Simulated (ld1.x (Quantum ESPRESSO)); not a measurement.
**What one change does to a pseudopotential (Nb (Z = 41), TM semilocal)**

* Element: niobium (Nb)
* Generator: ld1.x (Quantum ESPRESSO) 7.5
* Type: norm-conserving Troullier–Martins (semilocal form)
* Functional: PBEsol
* Relativity: scalar-relativistic
* Frozen core: [Ar] 3d10
* Valence charge: 13
* Reference configuration: 4s2 4p6 4d2 5s0 5p0 (charge +3)
* Partial waves: 4s (bound): rc 1.65 bohr; 4p (bound): rc 2.20 bohr; 4d (bound): rc 1.55 bohr
* Local potential: the d channel
* Core correction: Bessel-smoothed model core, default radius (core density twice the valence density)

Change: all radii but the core radius scaled by about 0.97 (s 1.60, p 2.12, d 1.50 bohr).

Cutoffs: the cutoffs (Ry, on a coarse ladder) from which the occupation-weighted sum of valence levels, in a spherical-Bessel basis at the reference potential, stays within 10 and 1 mRy of its value at 400 Ry; they do not see the model core or the augmentation charge, which bear on the density cutoff. Errors are all-electron minus pseudo energies relative to the spin-unpolarised reference configuration.

What does the change do?

The potential gets harder (50 Ry and 70 Ry → 55 Ry and 80 Ry); of the 7 tests that both files solve, the error grows in 0 and shrinks in 2 by more than 15 % and 0.3 meV (median size 17.2 → 16.9 meV); neither file shows a bound ghost. A smaller radius makes the pseudo-wave follow the all-electron one further in, where it bends more sharply, so more plane waves are needed. A semilocal file is local in each channel, so a ghost entry of none says nothing of the separable form that plane-wave codes build from it.

```csv
quantity,base,changed
"cutoff, loose",50 Ry,55 Ry
"cutoff, tight",70 Ry,80 Ry
loose cutoff by channel (10 mRy a level),"s 30 Ry, p 21 Ry, d 35 Ry","s 45 Ry, p 21 Ry, d 35 Ry"
bound ghosts,none,none
"error for 4s2 4p6 4d4 5s1 5p0, meV [ΔE -45.38 eV]",+494,+356
"error for 4s2 4p6 4d4 5s0 5p0, meV [ΔE -38.72 eV]",+16,+15
"error for 4s2 4p6 4d3 5s0 5p0, meV [ΔE -24.70 eV]",+7.6,+7.3
"error for 4s2 4p6 4d3 5s1 5p1, meV [ΔE -42.57 eV]",+728,+550
"error for 4s2 4p6 4d4 5s0 5p1, meV [ΔE -42.38 eV]",+90,+88
"error for 4s2 4p6 4d1 5s0 5p0, meV [ΔE 36.87 eV]",+17,+16
"error for 4s2 4p6 4d5 5s0 5p0, meV [ΔE -44.09 eV]",+17,+17
```
